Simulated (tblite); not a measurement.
Species: BGeH8NSi.
Geometry (GFN2-xTB, Å), atoms numbered from 1 in this order:
```xyz
12
BGeH8NSi angstrom
B      2.6277    0.3857    0.2180
Ge     0.8941   -0.6052    0.0803
N     -0.5529    0.5100    0.2126
Si    -2.2241    0.0691    0.1893
H      3.6370   -0.1966    0.2530
H      2.6649    1.5508    0.2622
H      0.7157   -1.4284   -1.1871
H      0.6209   -1.6453    1.1414
H     -0.3645    1.4710   -0.0245
H     -2.6592   -0.4483   -1.1175
H     -2.4087   -0.9661    1.2062
H     -2.9498    1.3026    0.5047
```

Calculated harmonic vibrations of the isolated species, GFN2-xTB (tblite), most abundant isotopes, no scaling. The method is semi-empirical: single wavenumbers can be off by several per cent or more. Modes of hydrogen on boron, germanium and silicon can be 10 to 20 % off. One conformer, not necessarily the lowest.

Harmonic wavenumbers (cm⁻¹): 49.1, 86.4, 105.0, 111.7, 180.4, 283.9, 305.7, 494.5, 558.0, 567.5, 604.9, 627.0, 661.9, 737.5, 740.0, 750.9, 800.6, 812.9, 876.2, 916.7, 1161.9, 1166.1, 1843.0, 1931.1, 2169.7, 2226.2, 2247.7, 2664.3, 2705.9, 3452.9.

A = 12632, B = 1551, C = 1426 MHz; mass 134.973 u (most abundant isotopes); point group C1, symmetry number 1.

What is the zero-point energy?

½Σν̃ = 15920 cm⁻¹ = 45.52 kcal/mol.

Entropy at 500 K, 1 bar (ideal gas, RRHO, classical rotation)?

Translation 43.21, rotation 28.39, vibration 40.25: S = 111.8 cal/(mol K).

And Cp and H(500 K) − H(0)?

Cp = 42.78 cal/(mol K), of which vibrations give 34.83 (their classical limit is 30 R = 59.6); H(500 K) − H(0) = 13.89 kcal/mol without the zero-point energy, 9.91 from vibrations.

Which modes carry the vibrational entropy at 500 K?

49.1 cm⁻¹: 5.88; 86.4 cm⁻¹: 4.76; 105.0 cm⁻¹: 4.37; 111.7 cm⁻¹: 4.25; 180.4 cm⁻¹: 3.31; 283.9 cm⁻¹: 2.44 cal/(mol K); the other 24 give 15.24 together.

What must be added to the electronic energy to get the Gibbs energy at 500 K and 1 bar?

ZPE + [H(500 K) − H(0)] − T·S = 45.52 + 13.89 − 55.92 = 3.49 kcal/mol.

Hindered rotation and anharmonicity are outside this model. Other conformers, if any are populated, would add a mixing term that is left out. The structure is chiral; the term R ln 2 for an equal mix with its mirror image is left out.
